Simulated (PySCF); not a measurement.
HgI₂, SMILES [I][Hg][I]. The structure is a stationary point at PBE0-D3(BJ)/def2-SVP. The isomer is the one that the SMILES or the coordinates give; other isomers of the formula were not compared. The def2 effective core potentials stand for the cores of Hg, I; spin–orbit coupling is left out.

Computed equilibrium geometry at PBE0-D3(BJ)/def2-SVP (PySCF confirms it by a frequency run) as bond lengths and angles, and its point group:
point group D∞h.
Atoms: Hg1 I2 I3. Bonded distances (Å): Hg1–I2 2.606, Hg1–I3 2.606. Bond angles (°): I2–Hg1–I3 180.0.
Charge 0, spin multiplicity 1.
